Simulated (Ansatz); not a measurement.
```yaml
crystal:
  periodic: [false, false, false]
  atoms:
    - {symbol: B, position_ang: [1.076887, 1.271082, 0.996714]}
    - {symbol: Si, position_ang: [0.363506, -0.050467, -0.352673]}
    - {symbol: C, position_ang: [-1.466063, -0.295981, -0.237558]}
    - {symbol: O, position_ang: [1.250556, -1.418890, -0.150710]}
    - {symbol: F, position_ang: [0.613289, 0.427395, -1.830588]}
    - {symbol: H, position_ang: [1.483945, 2.297199, 0.775763]}
    - {symbol: H, position_ang: [1.037124, 1.031928, 2.173477]}
    - {symbol: H, position_ang: [-1.713311, -0.763650, 0.793010]}
    - {symbol: H, position_ang: [-2.049724, 0.648365, -0.441147]}
    - {symbol: H, position_ang: [-1.789573, -1.062752, -1.006346]}
    - {symbol: H, position_ang: [1.100188, -2.114204, -0.689826]}
basis:
  gaussian: {orbitals: 6-31G, fitting: {mean_field: cc-pVTZ-jkfit}, final_grid: {core_spheres: 8, valence_spheres: 7, degree: 23}}
hamiltonian: {xc: {name: BLYP}}
kpoints: {mp_grid: {grid: [2, 2, 2]}}
```

```sh
$ ansatz run in.yaml --threads 4 --pin off --events-out ev --progress --plain --max-ram 10444MiB
```

Shortened log:

```
Error: invalid value for `basis.gaussian`: such a run doesn't read kpoints; remove what it names
```

In this input the input holds a key that doesn't belong there. The program refused the input.
